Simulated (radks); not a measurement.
Charge is removed step by step from the 4s down level of Zn, starting from [Ar] 3d10 4s(up 1, down 1). Method: scalar-relativistic Kohn-Sham, PBE, spin-polarised, spherical densities, point nucleus; computed with a radial shooting solver on a logarithmic mesh with Libxc functionals.

removed (e)  E - E(0) (eV)  eigenvalue (eV)  E minus straight line (eV)
0                    0.000           -5.979                       0.000
0.25                 1.714           -7.741                      -0.686
0.5                  3.875           -9.563                      -0.923
0.75                 6.499          -11.439                      -0.698
1                    9.597          -13.327                       0.000

Removing the whole electron costs 9.597 eV by Delta-SCF, against 5.979 eV from minus the eigenvalue at the starting occupation. Slater's transition state (half an electron removed) gives 9.563 eV. Integrating minus the eigenvalue over the occupation (Janak's theorem) gives 9.596 eV. In this scalar-relativistic scheme the density is built from large components alone, so the theorem holds only approximately. The mean slope of the eigenvalue, de/dn, is 7.35 eV per electron. Ionisation energy of Zn in the NIST Atomic Spectra Database: 9.394 eV (measured).
